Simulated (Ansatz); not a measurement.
Geometry optimisation, Ansatz 0.2.0, RKS PBE/def2-SVP.

The input (input.yaml):

```yaml
crystal:
  periodic: [false, false, false]
  atoms:
    - { symbol: Ta, position_ang: [0.0, 0.0, 0.0] }
    - { symbol: Cl, position_ang: [2.47, 0.0, 0.0] }
    - { symbol: "N", position_ang: [0.0, 0.0, 2.16] }
    - { symbol: H, position_ang: [-0.2456, -0.8845, 2.69] }
    - { symbol: H, position_ang: [0.2456, 0.8845, 2.69] }
    - { symbol: F, position_ang: [0.0, 0.0, -1.93] }
    - { symbol: "N", position_ang: [-1.08, 1.8706, 0.0] }
    - { symbol: H, position_ang: [-1.6414, 2.1584, 0.8518] }
    - { symbol: H, position_ang: [-1.0486, 2.5007, -0.8518] }
    - { symbol: F, position_ang: [-0.965, -1.6714, 0.0] }
basis:
  gaussian: { orbitals: def2-SVP }
hamiltonian:
  xc: pbe
relax:
  f_tol: 0.02
  max_steps: 40
```

Launched with:

```bash
$ ansatz run input.yaml --threads 2 --pin off --max-ram 3072MiB --backend cpu --events-out ev --progress --plain --runs-dir out
```

Q: Where does it end, and by what steps?

A: The run converged. After 19 steps the energy has fallen by 1.139 eV; H5 moved furthest, 1.09 Å.

```json
{"step": "0", "energy less start (eV)": "0.0000", "largest force component (eV/Å)": "2.222", "accepted": "yes"}
{"step": "1", "energy less start (eV)": "-0.8326", "largest force component (eV/Å)": "1.299", "accepted": "yes"}
{"step": "2", "energy less start (eV)": "-0.9598", "largest force component (eV/Å)": "1.196", "accepted": "yes"}
{"step": "3", "energy less start (eV)": "-1.0205", "largest force component (eV/Å)": "0.340", "accepted": "yes"}
{"step": "4", "energy less start (eV)": "-1.0446", "largest force component (eV/Å)": "0.391", "accepted": "yes"}
{"step": "5", "energy less start (eV)": "-1.0617", "largest force component (eV/Å)": "0.171", "accepted": "yes"}
{"step": "6", "energy less start (eV)": "-1.0708", "largest force component (eV/Å)": "0.147", "accepted": "yes"}
{"step": "7", "energy less start (eV)": "-1.0769", "largest force component (eV/Å)": "0.122", "accepted": "yes"}
{"step": "8", "energy less start (eV)": "-1.0824", "largest force component (eV/Å)": "0.294", "accepted": "yes"}
{"step": "9", "energy less start (eV)": "-1.0867", "largest force component (eV/Å)": "0.389", "accepted": "yes"}
{"step": "10", "energy less start (eV)": "-1.0916", "largest force component (eV/Å)": "0.386", "accepted": "yes"}
{"step": "11", "energy less start (eV)": "-1.0983", "largest force component (eV/Å)": "0.472", "accepted": "yes"}
{"step": "12", "energy less start (eV)": "-1.1055", "largest force component (eV/Å)": "0.429", "accepted": "yes"}
{"step": "13", "energy less start (eV)": "-1.1171", "largest force component (eV/Å)": "0.656", "accepted": "yes"}
{"step": "14", "energy less start (eV)": "-1.1234", "largest force component (eV/Å)": "0.582", "accepted": "yes"}
{"step": "15", "energy less start (eV)": "-1.1365", "largest force component (eV/Å)": "0.124", "accepted": "yes"}
{"step": "16", "energy less start (eV)": "-1.1265", "largest force component (eV/Å)": "0.147", "accepted": "no"}
{"step": "17", "energy less start (eV)": "-1.1379", "largest force component (eV/Å)": "0.055", "accepted": "yes"}
{"step": "18", "energy less start (eV)": "-1.1391", "largest force component (eV/Å)": "0.023", "accepted": "yes"}
{"step": "19", "energy less start (eV)": "-1.1392", "largest force component (eV/Å)": "0.014", "accepted": "yes"}
```

```xyz
10
Properties=species:S:1:pos:R:3
Ta -0.067 0.166 0.090
Cl 2.174 0.936 0.236
N 0.081 -0.191 2.044
H -0.506 -0.895 2.508
H 0.909 0.022 2.610
F 0.348 -0.598 -1.609
N -1.056 1.845 -0.106
H -1.420 2.434 0.649
H -1.257 2.265 -1.023
F -1.471 -1.125 0.210
```

Whether the end is a true minimum wasn't checked by a vibrational analysis.

The run took 78 s on 2 threads of Arm Neoverse V1, on a shared host, peak memory 0.18 GiB.
